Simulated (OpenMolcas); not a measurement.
**Pd3+: moving or changing the point charges**

Pd3+ among 4 point charges of -2 e arranged as a tetrahedron (Td), 1.96 Å from the ion.
```
   1.1316    1.1316    1.1316  -2.00
   1.1316   -1.1316   -1.1316  -2.00
  -1.1316    1.1316   -1.1316  -2.00
  -1.1316   -1.1316    1.1316  -2.00
```

```json
{"Program": "OpenMolcas 26.06", "Method": "SS-CASPT2, IPEA 0.25 Eh, imaginary shift 0.1 Eh (closed shells correlated: 4s 4p)", "Basis": "ANO-RCC-VTZP [7s6p4d2f1g]", "Scalar Hamiltonian": "DKH2, point nucleus", "Active space": "7 electrons in 5 orbitals (4d)", "State averaging": "2S+1 = 4 even, 10 roots; 2S+1 = 2 even, 40 roots", "Spin-orbit coupling": "state interaction with AMFI integrals over the reference wave functions"}
```

Runs around this geometry, states (labels of Td). Energies in cm-1 above the lowest state or level, χT in cm3 K/mol.

```json
{"R (Å)": "1.96", "q (e)": "-1.6", "Ground state": "4A2", "First state of that spin": "4T2 1830", "First gap with spin-orbit (degeneracies)": "1480 (4, 4)", "χT at 300 K": "4.346", "First state of another spin": "2E 15350"}
{"R (Å)": "1.84", "q (e)": "-2", "Ground state": "4A2", "First state of that spin": "4T2 3070", "First gap with spin-orbit (degeneracies)": "2510 (4, 4)", "χT at 300 K": "3.904", "First state of another spin": "2E 15690"}
{"R (Å)": "1.96", "q (e)": "-2", "Ground state": "4A2", "First state of that spin": "4T2 2350", "First gap with spin-orbit (degeneracies)": "1910 (4, 4)", "χT at 300 K": "4.148", "First state of another spin": "2E 15500"}
{"R (Å)": "2.07", "q (e)": "-2", "Ground state": "4A2", "First state of that spin": "4T2 1720", "First gap with spin-orbit (degeneracies)": "1360 (4, 4)", "χT at 300 K": "4.400", "First state of another spin": "2E 15290"}
```

Scaling the charges by -1.6 / -2 = 0.80 scales the first state of the same spin by 1830 / 2350 = 0.78; with fixed orbitals a first-order splitting would follow the charge.

Roots that are degenerate in the reference are averaged as groups; the widest CASPT2 spread within a group is 490 cm-1 (the 3-fold group of multiplicity 4 near 1720 cm-1 above the lowest state of its run, R = 2.07, q = -2). Shifts and gaps below about the spread of the groups concerned are not significant. Free-ion shares, where given, are those of the reference states; single-state CASPT2 does not remix them. Spin-orbit coupling mixes the spin-free states strongly: the lowest level takes only 64 % from its leading state, 4A2 (figures for R = 1.96, q = -1.6; the like holds for R = 1.96, q = -2, R = 2.07, q = -2). The ground term spreads over less than 5000 cm-1, several times less than with real ligands, so orbital moments are less quenched and χT lies further from the spin-only value than at real sites (holds for R = 1.96, q = -1.6; R = 1.96, q = -2; R = 2.07, q = -2). This is an electrostatic model: the charges have no orbitals. No measured value stands beside these numbers.
